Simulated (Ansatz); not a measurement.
Consider the substitution at a C–Si bond: `C=C[Si](C)(O)F` + `COCO` → `C=COCOC` + `C[SiH](O)F`.

Computed with Ansatz on PBE0-D4/def2-TZVP structures; ΔE is electronic, products minus reactants. CCSD(T)/CBS is the MP2 limit (def2-TZVPP, def2-QZVPP) plus CCSD(T) − MP2 in def2-TZVPP, frozen cores. This one scheme is used for every species. DFT in def2-TZVPP. B3LYP here is the variant with VWN-RPA as its local correlation; programs differ in this. One conformer a species, not always the lowest.

Question: Is it downhill or uphill in electronic energy at CCSD(T)/CBS, and by how much? (Best estimate.)

Answer: Computed: Uphill: ΔE = +0.68 eV.

Question: What do these levels give: PBE-D4, B2PLYP, PBE, B3LYP, CCSD/def2-TZVPP, SCS-MP2/def2-QZVPP? (An estimate is asked.)

Answer: The calculation gave: PBE-D4 0.58, B2PLYP 0.60, PBE 0.56, B3LYP 0.56, CCSD/def2-TZVPP 0.66, SCS-MP2/def2-QZVPP 0.66 eV.

Largest T1 diagnostic among the species: 0.012.

In def2-TZVPP, CCSD(T) changes the Hartree–Fock value by +0.07 eV (the triples alone add −0.01 eV) and MP2 by +0.09 eV. From PBE to PBE0 (25 % exact exchange), in def2-TZVPP and without D4, ΔE moves by +0.05 eV.
